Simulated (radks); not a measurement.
Initial-state core-level shifts of the dysprosium ion Dy2+ when its valence configuration changes from [Xe] 4f10. Calculated with a radial shooting solver on a logarithmic mesh with Libxc functionals: Dirac Kohn-Sham, PBE, spin-unpolarised, spherical densities, finite nucleus; open shells fill j = l - 1/2 first; Fermi nuclear charge, rms radius 5.2218 fm. Shifts are changes of the shell-averaged eigenvalues in eV (positive: less bound); the change of the density at the nucleus, which sets a Mossbauer isomer shift, is in e/bohr^3, on a base of 7.402e+05.

\begin{tabular}{lrrrrr}
valence & 2p & 3s & 4s & 5s & density at nucleus \\ \hline
4f9 6s1 & -9.604 & -10.466 & -10.161 & -6.485 & +87.57 \\
4f8.5 6s1 6p0.5 & -15.602 & -16.984 & -16.420 & -10.452 & +114.54 \\
4f8 6p2 & -22.963 & -24.925 & -24.020 & -15.454 & +86.90 \\
4f9.5 6s0.5 & -4.558 & -4.957 & -4.838 & -3.157 & +40.65 \\
4f9 6p1 & -10.667 & -11.525 & -11.225 & -7.549 & +38.04 \\
4f9 5d1 & -6.823 & -7.757 & -7.444 & -3.761 & +30.46 \\
4f9.5 6p0.5 & -5.097 & -5.493 & -5.377 & -3.702 & +17.53 \\
4f7 6p3 & -36.879 & -40.152 & -38.285 & -23.796 & +142.50 \\
\end{tabular}
